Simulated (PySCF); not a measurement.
# Computed NMR parameters against published values

Geometry:
```tsv
atom	x (Å)	y (Å)	z (Å)
C1	2.706	0.525	0.660
C2	1.793	-0.201	-0.315
P3	0.167	-0.539	0.492
O4	0.291	-1.296	1.745
C5	-0.797	-1.439	-0.801
C6	-2.204	-1.719	-0.297
C7	-0.659	1.085	0.766
C8	-0.854	1.965	-0.456
H9	2.705	-0.002	1.614
H10	2.364	1.544	0.831
H11	3.727	0.565	0.284
H12	1.667	0.358	-1.242
H13	2.210	-1.182	-0.560
H14	-0.807	-0.891	-1.743
H15	-0.260	-2.380	-0.954
H16	-2.796	-0.807	-0.264
H17	-2.714	-2.435	-0.940
H18	-2.150	-2.132	0.709
H19	-0.058	1.589	1.527
H20	-1.617	0.841	1.234
H21	-1.361	2.887	-0.173
H22	0.101	2.228	-0.904
H23	-1.460	1.462	-1.206
```

What is known from experiment: δ 31P P3 48.3 ppm (measured; NMR Tables: representative 31P chemical shifts referenced to 85 % H3PO4 (instrument maker's almanac)).
δ 31P P3 48.0 ppm (measured; E. Pretsch, P. Bühlmann, M. Badertscher, Structure Determination of Organic Compounds, 4th ed., Springer 2009).

PySCF calculation with GFN2-xTB geometry and shielding tensors at PBE0/pcSseg-1 (GIAO); relativity neglected, one averaged value for each set of equivalent atoms, no solvent, one computed conformer.

(1) What does the calculation give, and how does it compare?

(2) How far are the unscaled 31P shifts from the references?

## Answers

(1) 
Reference values: measured (NMR Tables: representative 31P chemical shifts referenced to 85 % H3PO4 (instrument maker's almanac)).
```
atoms             quantity  reference  computed  computed, scaled
   P3  δ 31P vs 85 % H3PO4       48.3      24.5              26.7
```

Reference values: measured (E. Pretsch, P. Bühlmann, M. Badertscher, Structure Determination of Organic Compounds, 4th ed., Springer 2009).
| atoms | quantity | reference | computed | computed, scaled |
| --- | --- | --- | --- | --- |
| P3 | δ 31P vs 85 % H3PO4 | 48.0 | 24.5 | 26.7 |

Computed shifts are σ(ref) − σ with the named reference compound (TMS for H and C) calculated as an isolated molecule at the same level. The measured values may be among those fitted. Shieldings were converted by a linear fit to measured shifts: 31P: δ = 270.09 − 0.828σ (rms 18.1 ppm, 64 shifts vs H3PO4, solution or neat liquid). Occasional misses reach two or three times the rms, and more in compound classes unlike the fitted ones.

(2) Mean signed difference -23.65 ppm, mean absolute 23.65 ppm over 2 comparisons; the largest is -23.8 ppm at P3 (phosphorus bonded to 3 C, O).
